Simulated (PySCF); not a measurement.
# Computed properties of C2H4ClNOSi, SMILES C[Si@@H](Cl)OC#N

C2H4ClNOSi, SMILES C[Si@@H](Cl)OC#N. Coordinates come from a PBE0-D3(BJ)/def2-SVP optimisation. The structure was generated by enumeration; whether it is a known compound was not checked. The values are those of a single conformer. All values are computed for the isolated molecule unless a solvent is named; none is compared with measurement here.

**Structure.** All 24 harmonic modes at PBE0-D3(BJ)/def2-SVP (PySCF) are real, so it is a minimum. With heavy atoms numbered as in [CH3:1][Si@@H:2]([Cl:3])[O:4][C:5]#[N:6], the shortest bond between them is C5–N6 at 1.162 Å and the longest Si2–Cl3 at 2.051 Å.

**Vibrations.** The strongest infrared lines (harmonic, unscaled, degenerate partners summed) lie at 2436 cm⁻¹ (260 km/mol, C 66 %, N 32 %), 867 cm⁻¹ (231 km/mol, H 74 %, Si 16 %, C 8 %), 1229 cm⁻¹ (217 km/mol, O 64 %, N 29 %). The softest mode is at 40 cm⁻¹ and the zero-point energy is 38.3 kcal/mol.

**Electronic structure.** CAM-B3LYP/def2-TZVP (PySCF) places the frontier levels at -10.18 and 0.87 eV, a gap of 11.05 eV, and gives a dipole moment of 4.87 D and a mean polarisability of 64.0 bohr³. PBE/def2-TZVP (PySCF) at the same geometry gives -7.32 and -1.10 eV, so its gap is 4.83 eV narrower. An orbital gap is neither the optical nor the fundamental gap.

**Excitations.** TDDFT-PBE0/def2-SVPD (PySCF) has S1 at 7.27 eV (170 nm, f = 0.001, dark); the most intense of the 10 singlets computed lies at 7.76 eV (f = 0.02). T1 (TDA) is at 6.52 eV. TDDFT-PBE/def2-SVPD (PySCF) puts S1 at 6.37 eV. No vertical singlet excitation falls in the visible range (under 3.1 eV).

**NMR.** GIAO shifts at HF/pcSseg-1 (PySCF) (non-relativistic, atoms alike by connectivity averaged): ¹³C from 1.9 to 120.8 ppm against TMS; ¹H from 1.1 to 5.0 ppm against TMS; ²⁹Si at 14.6 ppm against TMS. Without spin–orbit terms, shifts of atoms bonded to Cl or Br come out too high.

**Solvation.** SMD-ωB97X/def2-SVP (PySCF) gives -2.1 kcal/mol in water, -5.1 kcal/mol in ethylethanoate, -5.2 kcal/mol in 2-propanol (1 M in both phases, gas-phase geometry).
